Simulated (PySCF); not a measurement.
HfF4, SMILES [F][Hf]([F])([F])[F], multiplicity 1. The structure is a stationary point at PBE-D3(BJ)/def2-SVP. The multiplicity is an assumed one; other spin states were not compared. The isomer is the one that the SMILES or the coordinates give; other isomers of the formula were not compared. The def2 effective core potentials stand for the cores of Hf; spin–orbit coupling is left out.

The numbers are results of PySCF with PBE-D3(BJ)/def2-SVP, not measurements.

Harmonic wavenumbers (cm⁻¹): 152, 152, 152, 161, 161, 659, 659, 659, 665. Rotational constants (GHz): 2.719, 2.719, 2.719; symmetry number 12.

Problem. Work out the zero-point energy and the ideal-gas rigid-rotor harmonic-oscillator thermochemistry at 298.15 K and 1 atm.

Solution. ZPE = ½ Σ hcν = ½ × 3419 cm⁻¹ = 4.89 kcal/mol. H − E(el) = 9.57 kcal/mol. Entropy in cal/(mol K): translation 42.50, rotation 22.23, vibration 14.45, total 79.19. G − E(el) = -14.04 kcal/mol. Cp = 21.06 cal/(mol K).
